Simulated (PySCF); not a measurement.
HClSi, triplet, at a GFN2-xTB geometry (the spin is typed, not shown lowest); DF-WB97X/6-31G* (PySCF).

Input for PySCF:
```python
from pyscf import gto, scf, dft

mol = gto.M(
    atom='''
Si    0.863965   -0.226108    0.581914
H     2.081884   -0.477659   -0.161557
Cl   -0.833964    0.214304   -0.469720
''',
    basis='6-31g*',
    charge=0,
    spin=2,
    verbose=4,
)

mf = dft.UKS(mol)
mf.xc = 'wb97x'
mf = mf.density_fit(auxbasis='def2-universal-jkfit')
mf.kernel()
```

Question: Write the output that PySCF gives for this input, abridged.

Answer: 
```
PySCF version 2.14.0

[INPUT] verbose = 4
[INPUT] num. atoms = 3
[INPUT] num. electrons = 32
[INPUT] charge = 0
[INPUT] spin (= nelec alpha-beta = 2S) = 2
[INPUT] symmetry False subgroup None
[INPUT] Mole.unit = angstrom
[INPUT] Symbol           X                Y                Z      unit          X                Y                Z       unit  Magmom
[INPUT]  1 Si     0.863965000000  -0.226108000000   0.581914000000 AA    1.632657231210  -0.427282194573   1.099658088050 Bohr   0.0
[INPUT]  2 H      2.081884000000  -0.477659000000  -0.161557000000 AA    3.934190583114  -0.902644690934  -0.305298483506 Bohr   0.0
[INPUT]  3 Cl    -0.833964000000   0.214304000000  -0.469720000000 AA   -1.575963557747   0.404975867399  -0.887642155231 Bohr   0.0

nuclear repulsion = 69.6794717308476
number of shells = 18
number of NR pGTOs = 106
number of NR cGTOs = 38
basis = 6-31g*
ecp = {}

******** <class 'pyscf.df.df_jk.DFUKS'> ********
method = DFUKS
initial guess = minao
damping factor = 0
level_shift factor = 0
DIIS = <class 'pyscf.scf.diis.CDIIS'>
diis_start_cycle = 1
diis_space = 8
diis_damp = 0
SCF conv_tol = 1e-09
SCF conv_tol_grad = None
SCF max_cycles = 50
direct_scf = False
number electrons alpha = 17  beta = 15
XC library pyscf.dft.libxc version 7.1.2
    S. Lehtola, C. Steigemann, M. J. T. Oliveira, and M. A. L. Marques,  SoftwareX 7, 1–5 (2018)
XC functionals = wb97x
    J.-D. Chai and M. Head-Gordon,  J. Chem. Phys. 128, 084106 (2008)
radial grids:
    Treutler-Ahlrichs [JCP 102, 346 (1995); DOI:10.1063/1.469408] (M4) radial grids

becke partition: Becke, JCP 88, 2547 (1988); DOI:10.1063/1.454033
pruning grids: <function nwchem_prune>
grids dens level: 3
symmetrized grids: False
atomic radii adjust function: <function treutler_atomic_radii_adjust>
small_rho_cutoff = 0
Set gradient conv threshold to 3.16228e-05
tot grids = 47872
******** <class 'pyscf.df.df.DF'> ********
auxbasis = def2-universal-jkfit
Create RSH-DF object <pyscf.df.df.DF object> for omega=0.3
******** <class 'pyscf.df.df.DF'> ********
auxbasis = auxmol.basis = def2-universal-jkfit
init E= -750.174684504683

cycle= 1 E= -750.141092530103  delta_E= 0.0336  |g|= 0.181  |ddm|= 1.28
cycle= 2 E= -750.163422314945  delta_E= -0.0223  |g|= 0.112  |ddm|= 0.44
cycle= 3 E= -750.171927449913  delta_E= -0.00851  |g|= 0.0183  |ddm|= 0.155
cycle= 4 E= -750.172487605555  delta_E= -0.00056  |g|= 0.00601  |ddm|= 0.0515
cycle= 5 E= -750.172556809068  delta_E= -6.92e-05  |g|= 0.00242  |ddm|= 0.0181
cycle= 6 E= -750.172570879877  delta_E= -1.41e-05  |g|= 0.000911  |ddm|= 0.00909
cycle= 7 E= -750.172573271729  delta_E= -2.39e-06  |g|= 0.0002  |ddm|= 0.00472
cycle= 8 E= -750.172573386992  delta_E= -1.15e-07  |g|= 4.94e-05  |ddm|= 0.00102
cycle= 9 E= -750.172573392877  delta_E= -5.88e-09  |g|= 1.73e-05  |ddm|= 0.000199
cycle= 10 E= -750.172573393549  delta_E= -6.73e-10  |g|= 5.54e-06  |ddm|= 6.34e-05
Extra cycle  E= -750.172573393619  delta_E= -7e-11  |g|= 2.88e-06  |ddm|= 1.42e-05
converged SCF energy = -750.172573393619  <S^2> = 2.0032257  2S+1 = 3.0021497
```
